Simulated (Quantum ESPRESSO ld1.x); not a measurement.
Question: Species: the indium ion In2+. Configuration: [Kr] 4d10 5s1. Calculated with ld1.x of Quantum ESPRESSO 7.5: Dirac Kohn-Sham, PW91, spin-unpolarised, spherical densities, point nucleus. Some entries of the table are withheld. Estimate them.

orbital  occ.  eigenvalue (Ry)  <r> (bohr)  <1/r> (bohr^-1)
1s1/2       2         -2040.21     0.02971            51.86
2s1/2       2         -306.528         (1)            12.00
2p1/2       2         -285.965      0.1084            11.98
2p3/2       4         -270.459      0.1137            11.19
3s1/2       2         -59.2438         (2)            4.227
3p1/2       2         -50.9443      0.3394            4.135
3p3/2       4         -48.1436      0.3505            3.942
3d3/2       4         -33.4575      0.3223            3.785
3d5/2       6         -32.8837      0.3258            3.735
4s1/2       2         -10.1216      0.8479            1.644
4p1/2       2         -7.41084         (3)            1.524
4p3/2       4         -6.92100         (4)            1.462
4d3/2       4         -2.72882       1.156            1.158
4d5/2       6         -2.66452       1.171            1.141
5s1/2       1         -1.74573       2.340              (5)
5p1/2       0              (6)       2.795           0.4553
5p3/2       0              (7)       2.882           0.4399
6s1/2       0         -0.62815       5.099           0.2568

Answer: 
(1) 2s1/2 <r> (bohr): 0.1281
(2) 3s1/2 <r> (bohr): 0.3484
(3) 4p1/2 <r> (bohr): 0.9008
(4) 4p3/2 <r> (bohr): 0.9310
(5) 5s1/2 <1/r> (bohr^-1): 0.5507
(6) 5p1/2 eigenvalue (Ry): -1.22674
(7) 5p3/2 eigenvalue (Ry): -1.18407
